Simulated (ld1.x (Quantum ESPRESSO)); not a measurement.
**Transferability test, PAW potential for Te**

Te (Z = 52), PAW, made with ld1.x (Quantum ESPRESSO) 7.5 (PBE, fully relativistic). Core [Ar] 3d10 4s2, reference 4p6 4d10 5s1.75 5p4.25. Waves: 5s (bound): rcut 1.30, rcutus 1.75 bohr; 5s channel at 2.9 Ry: rcut 1.30, rcutus 1.75 bohr; 4p (bound): rcut 1.30, rcutus 1.40 bohr; 5p (bound): rcut 1.30, rcutus 1.40 bohr; 4d (bound): rcut 1.15, rcutus 1.45 bohr; 4d channel at -2.8 Ry: rcut 1.15, rcutus 1.45 bohr. Local part: all-electron potential smoothed inside 1.10 bohr (lloc = -2). Core correction: Bessel-smoothed model core inside 1.15 bohr. Augmentation charge: BESSEL, radius 1.05 bohr.

Open shells are filled in proportion to 2j + 1 (rel_dist='average').

Energies are relative to the spin-unpolarised reference configuration 4p6 4d10 5s1.75 5p4.25; without spin polarisation the order of configurations can differ from experiment. Not all tests gave a result: test run stopped at test 5 of 7 (negative rho).

```csv
valence configuration,charge,ΔE all-electron (eV),error AE − PS (meV)
4p6 4d10 5s2 5p4,0,-2.286,+0.3
4p6 4d10 5s2 5p2,+2,25.412,+151
4p6 4d10 5s2 5p3.5,+0.5,1.621,+12
```

(1) What are ΔE and the potential's error for 4p6 4d10 5s2 5p3?

Levels in the configuration 4p6 4d10 5s2 5p3.5:

```csv
level,all-electron (eV),pseudo (eV)
4p j=1/2,-125.388,-125.038
4p j=3/2,-115.676,-115.345
4d j=3/2,-46.816,-46.516
4d j=5/2,-45.348,-45.054
5s j=1/2,-19.121,-19.095
5p j=1/2,-10.279,-10.232
5p j=3/2,-9.420,-9.382
```

The ghost test of this file was not conclusive.

Answers

(1) ΔE = 7.463 eV all-electron; the error (AE − PS) is +42 meV.
